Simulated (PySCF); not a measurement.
These are PBE-D3(BJ)/def2-TZVP // TPSSh-D3(BJ)/def2-TZVP (PySCF) values and carry that method's errors. All species are isolated molecules in the gas phase. One relaxed conformer stands for a flexible species; it need not be the lowest. 

Reference species (SMILES): `[AlH3]` (neutral, multiplicity 1).

| Item | Value |
|---|---|
| LUMO | -2.53 eV |
| HOMO | -7.30 eV |

Changed species: `[OH][AlH][OH]` (H–O–Al–O torsion 0°, O–Al–O–H torsion 1°) (2 of 3 H replaced by OH; the reference has 0 of 3 H replaced by OH).

Q: Predict the effect on the LUMO and HOMO.

A: the LUMO rises by 1.55 eV, to -0.98 eV; the HOMO decreases by 0.06 eV, to -7.36 eV.
